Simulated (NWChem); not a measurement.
System: C3H5B; SMILES C#CBC

Here is an NWChem input.

```
start job
memory heap 200 mb stack 900 mb global 1100 mb
geometry units angstroms noautosym nocenter noautoz
  B     -0.601561     0.562663    -0.008217
  C     -0.147232    -0.888361    -0.001787
  C      0.217519    -2.052968     0.001244
  H      0.535839    -3.080493     0.003799
  H     -1.795538     0.772600     0.014436
  C      0.388337     1.770707    -0.012694
  H      0.268124     2.295857     0.954314
  H      0.091711     2.513725    -0.772191
  H      1.448318     1.512945    -0.138054
end
basis spherical
  * library pcsseg-1
end
dft
  xc slater vwn_5
  iterations 150
end
property
  shielding
  efieldgrad
end
task dft property
```

Excerpt of the output:

```
             Northwest Computational Chemistry Package (NWChem) 7.3.0
             --------------------------------------------------------

                             Geometry "geometry" -> ""
                             -------------------------

 Output coordinates in angstroms (scale by  1.889725989 to convert to a.u.)

  No.       Tag          Charge          X              Y              Z
 ---- ---------------- ---------- -------------- -------------- --------------
    1 B                    5.0000    -0.60156100     0.56266300    -0.00821700
    2 C                    6.0000    -0.14723200    -0.88836100    -0.00178700
    3 C                    6.0000     0.21751900    -2.05296800     0.00124400
    4 H                    1.0000     0.53583900    -3.08049300     0.00379900
    5 H                    1.0000    -1.79553800     0.77260000     0.01443600
    6 C                    6.0000     0.38833700     1.77070700    -0.01269400
    7 H                    1.0000     0.26812400     2.29585700     0.95431400
    8 H                    1.0000     0.09171100     2.51372500    -0.77219100
    9 H                    1.0000     1.44831800     1.51294500    -0.13805400

 Effective nuclear repulsion energy (a.u.)      84.7521425696

                              NWChem Property Module
                              ----------------------

  itol2e modified to match energy
  convergence criterion.

                                 NWChem DFT Module
                                 -----------------

 Summary of "ao basis" -> "ao basis" (spherical)
 ------------------------------------------------------------------------------
       Tag                 Description            Shells   Functions and Types
 ---------------- ------------------------------  ------  ---------------------
 B                          pcsseg-1                 7       17   3s3p1d
 C                          pcsseg-1                 7       17   3s3p1d
 H                          pcsseg-1                 3        5   2s1p

  itol2e modified to match energy
  convergence criterion.

[...]

          -----------------------------------------
          Chemical Shielding Tensors (GIAO, in ppm)
          -----------------------------------------

                                NWChem CPHF Module
                                ------------------

  scftype          =     RHF
  nclosed          =       14
  nopen            =        0
  variables        =     1106
  # of vectors     =        3
  tolerance        = 0.10D-03
  level shift      = 0.00D+00
  max iterations   =       50
  max subspace     =       30

 SCF residual:    5.4371761041682910E-006

Iterative solution of linear equations
  No. of variables     1106
  No. of equations        3
  Maximum subspace       30
        Iterations       50
       Convergence  1.0D-04

   iter   nsub   residual    time
   ----  ------  --------  ---------
     1      3    4.29D-06      28.9

      Atom:    1  B
        Diamagnetic
    193.1025      4.1864     -0.1632
      4.1864    204.5862     -0.0333
     -0.1632     -0.0333    182.7340

        Paramagnetic
   -222.6201     28.5572      3.0072
     28.5572   -256.1118      1.4464
      3.0072      1.4464    -58.0263

        Total Shielding Tensor
    -29.5176     32.7436      2.8440
     32.7436    -51.5256      1.4131
      2.8440      1.4131    124.7077

           isotropic =      14.5548
          anisotropy =     165.3439

          Principal Components and Axis System
                 1           2           3
              124.7841    -75.0661     -6.0535

      1         0.0210     -0.5838      0.8116
      2         0.0119      0.8119      0.5837
      3         0.9997      0.0026     -0.0240

      Atom:    2  C
        Diamagnetic
    244.1041    -11.7422     -0.0297
    -11.7422    281.1966      0.0328
     -0.0297      0.0328    239.8321

        Paramagnetic
   -249.2156    -76.5187     -0.0179
    -76.5187    -30.3456     -0.9699
     -0.0179     -0.9699   -278.2340

        Total Shielding Tensor
     -5.1115    -88.2609     -0.0476
    -88.2609    250.8509     -0.9371
     -0.0476     -0.9371    -38.4019

           isotropic =      69.1125
          anisotropy =     313.8360

          Principal Components and Axis System
                 1           2           3
              278.3365    -38.4223    -32.5767

      1        -0.2973      0.0522      0.9534
      2         0.9548      0.0192      0.2967
      3        -0.0028      0.9985     -0.0555

      Atom:    3  C
        Diamagnetic
    253.3740     -8.5028      0.0339
     -8.5028    277.6855      0.0599
      0.0339      0.0599    252.5560

        Paramagnetic
   -250.6068    -21.2040      1.1261
    -21.2040   -183.1645     -0.4885
      1.1261     -0.4885   -234.5249

        Total Shielding Tensor
      2.7672    -29.7069      1.1599
    -29.7069     94.5210     -0.4286
      1.1599     -0.4286     18.0310

           isotropic =      38.4398
          anisotropy =      97.2989

          Principal Components and Axis System
                 1           2           3
              103.3057     18.0654     -6.0518

      1        -0.2834      0.0370      0.9583
      2         0.9589      0.0200      0.2829
      3        -0.0087      0.9991     -0.0411

      Atom:    4  H
        Diamagnetic
     27.3253     -3.9286      0.0168
     -3.9286     39.1768     -0.0091
      0.0168     -0.0091     26.6618

        Paramagnetic
     -2.5060      3.1876     -0.0127
      3.1876    -11.1821     -0.0354
     -0.0127     -0.0354     -2.5675

[...]
```

Level: LDA (Slater exchange, VWN5)/pcSseg-1, GIAO. Structure relaxed at the PBE0/def2-SVP level. NWChem prints the field gradient with the sign opposite to the second derivative of the potential. The printed shielding anisotropy is the first printed principal value minus the mean of the other two.
